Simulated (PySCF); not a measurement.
Ligands exchanged one at a time, Al Br-H. Isolated molecules, 0 K electronic values unless said otherwise. Strings in code marks are SMILES.

The dipole moment from two functionals at the same geometries (B3LYP-D3(BJ)/def2-TZVP), both in PySCF: PBE-D3(BJ)/def2-TZVP and B3LYP-D3(BJ)/def2-TZVP. B3LYP has the VWN-RPA correlation part, as in Gaussian. 

| species | B3LYP-D3(BJ)/def2-TZVP (D) |
|---|---|
| 0 of 3 Br replaced by H | 0.00 |
| 1 of 3 Br replaced by H (`[Br][AlH][Br]`) | 0.92 |
| 2 of 3 Br replaced by H | 1.25 |
| 3 of 3 Br replaced by H | 0.00 |

Question: What does PBE-D3(BJ)/def2-TZVP give for each?

Answer: 
- 0 of 3 Br replaced by H: 0.00
- 1 of 3 Br replaced by H (`[Br][AlH][Br]`): 0.82
- 2 of 3 Br replaced by H: 1.13
- 3 of 3 Br replaced by H: 0.00
Over these rows, drawn at random from the members with no instability flagged (it was tested for open shells, ions and some series alone), PBE minus B3LYP-D3(BJ): mean -0.06 D, from -0.12 D to 0.00 D.
